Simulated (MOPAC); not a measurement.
MOPAC input (MNDO):

```
MNDO PRECISE GNORM=0.05 LET XYZ GEO-OK AUX(PRECISION=9) THREADS=1
C3H4N2

C    -0.73835800 1    0.94055400 1   -0.00180100 1
C    -1.07747000 1   -0.42740200 1    0.05139300 1
N     0.00043700 1   -1.20194700 1    0.03605800 1
N     1.02990500 1   -0.33981600 1   -0.02666400 1
C     0.63747700 1    0.95562300 1   -0.05149800 1
H    -1.39836700 1    1.79005700 1   -0.00367400 1
H    -2.05658900 1   -0.87574700 1    0.09989400 1
H     1.96751800 1   -0.70002000 1   -0.04941300 1
H     1.34515500 1    1.76540100 1   -0.10113100 1
```

From the output:

```
                                                       MOPAC v23.2.5 Linux

          FINAL HEAT OF FORMATION =         45.32267 KCAL/MOL =     189.63005 KJ/MOL

          COSMO AREA              =        100.38 SQUARE ANGSTROMS
          COSMO VOLUME            =         85.44 CUBIC ANGSTROMS

          GRADIENT NORM           =          0.02154          =       0.00718 PER ATOM
          IONIZATION POTENTIAL    =          9.616060 EV
          HOMO LUMO ENERGIES (EV) =         -9.616  0.835
          NO. OF FILLED LEVELS    =         13
          MOLECULAR WEIGHT        =         68.0780         POINT GROUP:  Cs

          MOLECULAR DIMENSIONS (Angstroms)

            Atom       Atom       Distance
            H     9    H     7     4.36559
            H     8    H     6     4.06334
            N     4    H     8     0.00000

          SCF CALCULATIONS        =         29

   ATOM   CHEMICAL          X               Y               Z
  NUMBER   SYMBOL      (ANGSTROMS)     (ANGSTROMS)     (ANGSTROMS)

     1       C         -0.75464459  *   0.94800229  *  -0.00144168  *
     2       C         -1.09653382  *  -0.44955375  *   0.05274002  *
     3       N          0.02687356  *  -1.20690972  *   0.03526085  *
     4       N          1.04772679  *  -0.35204278  *  -0.02693499  *
     5       C          0.63850439  *   0.98414704  *  -0.05239076  *
     6       H         -1.44089425  *   1.77943968  *  -0.00183288  *
     7       H         -2.08314877  *  -0.89453092  *   0.10140847  *
     8       H          1.99105582  *  -0.69065012  *  -0.05053666  *
     9       H          1.34420121  *   1.80180261  *  -0.10218958  *

                             CARTESIAN COORDINATES

   1    C       -0.754644591     0.948002288    -0.001441682
   2    C       -1.096533817    -0.449553748     0.052740020
   3    N        0.026873561    -1.206909722     0.035260851
   4    N        1.047726793    -0.352042782    -0.026934989
   5    C        0.638504389     0.984147042    -0.052390765
   6    H       -1.440894246     1.779439675    -0.001832882
   7    H       -2.083148765    -0.894530922     0.101408465
   8    H        1.991055817    -0.690650116    -0.050536657
   9    H        1.344201211     1.801802611    -0.102189579

           Empirical Formula: C3 H4 N2  =     9 atoms

      MOLECULAR POINT GROUP   :   Cs

                  EIGENVALUES
 -43.16759 -32.30855 -31.66033 -22.68888 -22.16660 -18.99659 -15.78621 -14.95908
 -14.87577 -13.91320 -11.97825  -9.90570  -9.61606   0.83527   1.65710   2.20091
   3.97299   4.49754   4.60325   5.28138   5.44527   6.00810   6.46184   7.22754

              NET ATOMIC CHARGES AND DIPOLE CONTRIBUTIONS

  ATOM NO.   TYPE          CHARGE      No. of ELECS.   s-Pop       p-Pop
    1          C          -0.172848        4.1728     1.21328     2.95957
    2          C          -0.056523        4.0565     1.24002     2.81651
    3          N          -0.124593        5.1246     1.77307     3.35152
    4          N          -0.175412        5.1754     1.46451     3.71090
    5          C          -0.002499        4.0025     1.22752     2.77498
    6          H           0.093252        0.9067     0.90675
    7          H           0.106486        0.8935     0.89351
    8          H           0.227616        0.7724     0.77238
    9          H           0.104520        0.8955     0.89548
 DIPOLE           X         Y         Z       TOTAL
 POINT-CHG.     1.158     0.831    -0.066     1.427
 HYBRID         0.184     0.790    -0.030     0.812
 SUM            1.342     1.621    -0.097     2.107

          ATOMIC ORBITAL ELECTRON POPULATIONS

     Atom    s        px        py        pz
    1  C   1.21328   0.90527   0.92973   1.12456
    2  C   1.24002   0.92285   0.88998   1.00367
    3  N   1.77307   0.93622   1.18774   1.22755
    4  N   1.46451   1.06848   1.04501   1.59741
    5  C   1.22752   0.92198   0.80897   1.04403
    6  H   0.90675
    7  H   0.89351
    8  H   0.77238
    9  H   0.89548

 **********************
 *                    *
 * JOB ENDED NORMALLY *
 *                    *
 **********************

 == MOPAC DONE ==
```

The geometry given is a B3LYP-D3(BJ)/def2-TZVP minimum.
